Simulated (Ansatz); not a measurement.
A calculation with Ansatz (development build ahead of 0.2.0).

```yaml
crystal:
  periodic: [false, false, false]
  atoms:
    - { symbol: Mg, position_ang: [0.00114, -0.01921, 0.04615] }
    - { symbol: O, position_ang: [-0.00279, -0.01084, 2.14038] }
    - { symbol: H, position_ang: [-0.01152, 0.77145, 2.72054] }
    - { symbol: H, position_ang: [-0.00586, -0.74799, 2.71403] }
    - { symbol: O, position_ang: [-0.00148, 0.04959, -2.09785] }
    - { symbol: H, position_ang: [-0.01237, 0.81943, -2.65412] }
    - { symbol: H, position_ang: [0.04838, -0.78697, -2.67091] }
    - { symbol: O, position_ang: [2.12671, -0.01013, 0.03418] }
    - { symbol: H, position_ang: [2.64637, -0.02144, 0.8116] }
    - { symbol: H, position_ang: [2.6858, -0.04137, -0.79882] }
    - { symbol: O, position_ang: [-2.08663, -0.04333, -0.02443] }
    - { symbol: H, position_ang: [-2.67152, -0.00698, 0.72488] }
    - { symbol: H, position_ang: [-2.69596, 0.00547, -0.73086] }
    - { symbol: O, position_ang: [0.00335, 2.04227, -0.00706] }
    - { symbol: H, position_ang: [0.7329, 2.69939, -0.00519] }
    - { symbol: H, position_ang: [-0.77641, 2.63279, -0.031] }
    - { symbol: O, position_ang: [0.0124, -2.13983, -0.00505] }
    - { symbol: H, position_ang: [0.74361, -2.64353, -0.02727] }
    - { symbol: H, position_ang: [-0.7884, -2.65344, 0.04427] }
basis:
  gaussian: { orbitals: def2-SVP }
total_charge: 2
hamiltonian:
  xc: hf
output:
  forces: true
```

The input is written out in the form of the current development build from the run's settings.

Results

| Property | Result |
| --- | --- |
| Converged | yes |
| Total energy | -655.06088 hartree |
| Spin squared of the determinant | 0.000 |
| Stability test | minimum among restricted orbitals |

Forces (eV/Å):
| atom | Fx | Fy | Fz |
| --- | --- | --- | --- |
| Mg1 | 0.270 | -0.134 | -0.402 |
| O2 | -0.041 | 1.824 | 0.208 |
| H3 | 0.018 | -0.885 | -0.790 |
| H4 | 0.005 | -0.969 | 0.618 |
| O5 | 0.217 | -2.786 | -1.111 |
| H6 | 0.014 | -0.128 | -0.233 |
| H7 | -0.191 | 2.750 | 1.460 |
| O8 | 0.054 | -0.127 | -2.961 |
| H9 | 0.959 | -0.020 | 0.496 |
| H10 | -1.110 | 0.107 | 2.487 |
| O11 | -0.101 | 0.017 | 1.039 |
| H12 | 0.285 | -0.051 | 0.436 |
| H13 | -0.310 | 0.009 | -1.344 |
| O14 | -0.101 | 2.830 | 0.033 |
| H15 | -0.756 | -1.384 | 0.013 |
| H16 | 0.802 | -1.140 | 0.035 |
| O17 | -3.906 | 3.343 | 0.142 |
| H18 | 3.496 | -2.965 | -0.079 |
| H19 | 0.394 | -0.292 | -0.047 |

Caution: no unrestricted run beside it, a lower state can exist; other spin multiplicities were not run.
